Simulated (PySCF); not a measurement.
Ionisation energy of Pt⁶⁷⁺ by level of theory

Pt⁶⁷⁺ [Ne] 3s1 [3s1/2^1, M_J = 1/2] → Pt⁶⁸⁺ [Ne], as a difference of total energies. Calculation: PySCF 2.14, in an even-tempered Gaussian basis (17 s from 23 bohr⁻², ratio 2.4; 14 p from 30 bohr⁻², ratio 2.4; 4 d from 96 bohr⁻², ratio 2.6; 4 f from 140 bohr⁻², ratio 2.6); the two-component X2C-1e Hamiltonian. Correlated levels: 1s2 frozen; the 46 highest virtual spinors dropped. "Screened" scales the spin-orbit matrix elements by Boettger's factors to mimic the two-electron term; Breit and QED terms are absent.

```tsv
method	ionisation energy (eV)
GHF (spin-free)	8108.6
GMP2 (spin-free)	8109.4
GHF (screened spin-orbit)	8107.7
GMP2 (screened spin-orbit)	8108.5
```

Breit and QED terms and the two-electron picture change are absent.

For comparison: 8100 ± 40 eV (theoretical estimate listed by NIST; NIST Atomic Spectra Database, ionization energies).
